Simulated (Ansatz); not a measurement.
What each rung costs, and what it gives

Saddle point of BNH$_{5}$Cl$_{3}$O, closed shell (BCl₃ ([Cl][B]([Cl])[Cl]) + H₂O + NH₃ → BNH₂Cl₂ ([NH2][B]([Cl])[Cl]) + HCl + H₂O; bonds formed: Cl2–H7, H5–O8; dative contacts that become bonds: B1–N6; bonds broken: B1–Cl2, H5–N6, H7–O8), PBE0-D4/def2-TZVP structure:

B1  (-0.376, -1.239, -0.165)
Cl2  (1.972, -0.697, 0.169)
Cl3  (-0.155, -2.536, -1.356)
Cl4  (-0.841, -1.677, 1.496)
H5  (0.025, 1.261, 0.058)
N6  (-0.884, 0.065, -0.615)
H7  (1.534, 0.699, 0.416)
O8  (0.821, 1.756, 0.473)
H9  (-0.891, 0.172, -1.621)
H10  (-1.810, 0.252, -0.249)
H11  (0.605, 1.943, 1.394)
(Å)

Barriers are electronic and count from the start structure reached by relaxing down the imaginary mode.

Computed with Ansatz 0.2.0 (basis: as named in each row); correlated methods freeze the cores. B3LYP uses VWN-RPA correlation. Extrapolation: Hartree–Fock as exp(−7.88 √X), correlation as X^−2.97.

Times are rough, for one single point on 8 threads of a shared host (Arm Neoverse V2).

The estimate by CCSD(T) at an estimated basis limit (MP2 extrapolated from triple and quadruple zeta, plus CCSD(T) − MP2 in triple zeta) is 33.32 kcal/mol.

```csv
method,basis,time (s),barrier (kcal/mol),method less estimate
HF,STO-3G,under 1,35.95,2.64
PBE-D4,STO-3G,under 1,6.63,-26.69
SPW92,def2-SVP,under 1,20.79,-12.53
B3LYP-D4,6-31G,under 1,31.75,-1.57
PBE-D4,def2-SVP,under 1,24.17,-9.14
PBE0-D4,def2-SVP,under 1,28.86,-4.45
SPW92,def2-TZVPP,under 1,21.45,-11.87
PBE-D4,def2-TZVPP,1,24.92,-8.40
BLYP-D4,def2-TZVPP,1,24.94,-8.37
BHLYP-D4,def2-TZVPP,2,33.04,-0.28
B3LYP-D4,def2-TZVPP,2,28.31,-5.01
CAM-B3LYP-D4,def2-TZVPP,2,29.86,-3.46
PBE0-D4,def2-TZVPP,2,29.23,-4.09
wB97M-V,def2-SVP,3,30.61,-2.70
r2SCAN-D4,def2-TZVPP,3,26.92,-6.39
r2SCAN0-D4,def2-TZVPP,3,30.12,-3.19
RPA on PBE,def2-TZVPP,4,32.12,-1.20
B2PLYP,def2-TZVPP,4,30.14,-3.17
PBE-QIDH,def2-TZVPP,4,32.39,-0.93
CCSD(T),def2-SVP,4,34.34,1.02
wB97X-V,def2-TZVPP,5,32.14,-1.18
B97M-V,def2-TZVPP,6,30.95,-2.36
wB97M-V,def2-TZVPP,6,31.44,-1.88
MP2,def2-QZVPP,14,32.66,-0.65
CCSD(T),def2-TZVPP,180,32.79,-0.53
```

All methods are single points on the PBE0-D4 structures.

T1 diagnostic: at most 0.011.

The step is the kind of exchange with an N–H group that builds nitride films in atomic layer and chemical vapour deposition.

Labels in which every atom is bracketed show which atoms are joined, not bond orders.
